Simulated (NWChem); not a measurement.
Molecule: AlH₂O₂, doublet; SMILES [OH][Al][OH]

```xyz
5

Al     0.0000     0.0000    -0.8246
O     -1.5390     0.0000    -0.0413
H     -1.6545     0.0000     0.9245
O      1.5390     0.0000    -0.0413
H      1.6545     0.0000     0.9245
```
Atoms are numbered in this order, from 1.

All runs: NWChem. Spin-unrestricted. In the optimisation the excess spin sits in a1 (C2v, its own frame). Geometry: optimised at PBE-D3(BJ)/def2-SVP, spin-unrestricted. This spin state was assumed; another may lie lower. No stability test was run on the SCF state. Vzz is the largest principal value of the second derivative of the potential at the nucleus (NWChem prints the opposite sign); η is the asymmetry. Non-relativistic.

Question: Estimate the computed values for UHF/def2-SVP. Quantities: Vzz Al1 (a.u.); η Al1; Vzz O4 (a.u.); η O4.

Answer: 
| Quantity | Result |
|---|---|
| Vzz Al1 (a.u.) | 0.768 |
| η Al1 | 0.25 |
| Vzz O4 (a.u.) | 1.507 |
| η O4 | 0.18 |
